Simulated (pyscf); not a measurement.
# •H₂C–CH₂–CH(F)–F (SMILES [CH2]CC(F)F), doublet

Gas-phase minimum from PySCF at ωB97X-D3(BJ)/def2-SVP, one conformer. Other isomers of •H₂C–CH₂–CH(F)–F were not searched in full and may lie lower. 

```
C
H 1 1.1019
H 1 1.1099 2 106.36
C 1 1.4899 2 111.66 3 121.58
H 4 1.0924 1 120.77 2 -28.84
H 4 1.0934 5 118.68 1 169.85
C 1 1.5161 2 108.18 3 -113.30
F 7 1.3585 1 109.81 2 58.42
F 7 1.3608 8 107.58 1 -119.60
H 7 1.1046 8 108.25 9 -116.26
```
Charge 0, spin multiplicity 2.

Properties at ωB97X-D3(BJ)/def2-SVP:

| Property | Value |
|---|---|
| Harmonic wavenumbers, unscaled | 125, 159, 245, 446, 459, 513, 581, 785, 1007, 1028, 1128, 1161, 1180, 1232, 1336, 1415, 1434, 1454, 1460, 3020, 3107, 3133, 3182, 3302 cm⁻¹ |
| Zero-point energy | 47.0 kcal/mol |
| Rotational symmetry number | 1 |
| Entropy of this conformer at 298 K and 1 atm, rigid rotor and harmonic oscillator, modes under 100 cm⁻¹ raised to 100 | 320.8 J/(mol K) |
| Dipole moment | 1.93 D |
| Spin expectation value S2 | 0.753 |

Single-point totals, which compare only within one level:

```tsv
level	total energy (hartree)
ωB97X-D3(BJ)/def2-TZVP	-317.15914
PBE/def2-TZVP	-316.73559
r²SCAN/def2-TZVP	-316.93580
B3LYP-D3(BJ)/def2-TZVP	-317.10087
PBE0-D3(BJ)/def2-TZVP	-316.75820
M06-2X/def2-TZVP	-316.95802
ωB97M-D3(BJ)/def2-TZVP	-317.14740
```

Soft torsions are taken as harmonic, which can shift the entropy by several J/(mol K).
